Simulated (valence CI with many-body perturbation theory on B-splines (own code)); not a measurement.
**Ba XLIV: key properties**

Method: valence CI with perturbative core correlation (CI+MBPT): three valence electrons over a frozen Dirac-Fock core [Ne], radial functions for each j: 9 s, 9 p, 8 d, 6 f, 3 g, 1 h, with the one-electron correlation potential Σ1, the two-electron term Σ2, the three-electron term Σ3, Breit, model QED; selected CI, second order for the rest, scaled by the run's own slope (own B-spline code, finite nucleus).

No measured spectrum was set against this ion. As an estimate, large intervals hold to a few tenths of a per cent, small ones and those within an open d or f shell to about a per cent.

Levels are named by their leading jj configuration (3d3/2^4 stands for four electrons in 3d with j = 3/2), which in mixed levels can hold well under half, so a name can repeat and another be missing.

Rates and lifetimes use the calculated energies. Strong lines usually hold to 10 to 20 %, long lifetimes can be off by a factor of two.

**Question.** What is the ground level?

**Answer.** (3s^2 3p1/2) J=1/2, composition 99 % 3s²3p ²P°, g = 0.656.

**Question.** Name the longest-lived excited levels whose lifetime is computed, and their main decay.

**Answer.** (3s 3p3/2 3d5/2) J=9/2 at 3657.7 × 10³ cm⁻¹ lives 273 ns, mostly by M1 to (3s 3p1/2 3d5/2) J=7/2; (3s^2 3p3/2) J=3/2 at 789.43 × 10³ cm⁻¹ lives 226 ns, mostly by M1 to (3s^2 3p1/2) J=1/2.

**Question.** Where does the other parity begin?

**Answer.** At (3s 3p1/2^2) J=1/2, 866.45 × 10³ cm⁻¹.

**Question.** What is the ionisation energy?

**Answer.** 3364.1 eV; NIST lists 3363 ± 4 eV (theoretical).

**Question.** How well does LS coupling describe the low levels?

**Answer.** Among the lowest 20 levels the leading LS term, summed over configurations, holds 68 % on average. For single configurations the figures are 64 % in LS and 90 % in jj coupling. Terms mix most in the J = 5/2 level at 2977.9 × 10³ cm⁻¹, where the leading one holds 36 %.

**Question.** Among levels below 3946.2 × 10³ cm⁻¹, which E1 lines absorb most strongly from the ground level?

**Answer.** to (3s^2 3d3/2) J=3/2 at 4.758 nm, f = 0.359; to (3s 3p1/2 3p3/2) J=1/2 at 5.570 nm, f = 0.183; to (3s 3p1/2 3p3/2) J=3/2 at 5.781 nm, f = 0.111.

**Question.** What are the static dipole polarisabilities of the lowest levels?

**Answer.** (3s^2 3p1/2) J=1/2 0.0107 bohr³, of which the core gives 0.000160.
